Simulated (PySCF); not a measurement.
Si(H)(NH2) (H₃NSi), SMILES [SiH]N (connectivity only; charge and spin as stated), neutral, multiplicity 1.

The structure is a stationary point at B3LYP-D3(BJ)/def2-TZVP.

Method: M06-2X/def2-TZVPD (PySCF).

Isolated molecule, no solvent.

- total energy = -346.01608 hartree
- point group = Cs
- highest occupied level = -7.40 eV
- lowest empty level = -0.70 eV
- orbital gap = 6.70 eV
- dipole moment = 1.81 D
- quadrupole, principal values (traceless, Buckingham form, about the centre of nuclear charge) = -2.16, -0.50, 2.66 D·Å
- mean static polarisability = 43.0 bohr³ (6.37 Å³)
- polarisability, principal values = 37.2, 44.1, 47.6 bohr³
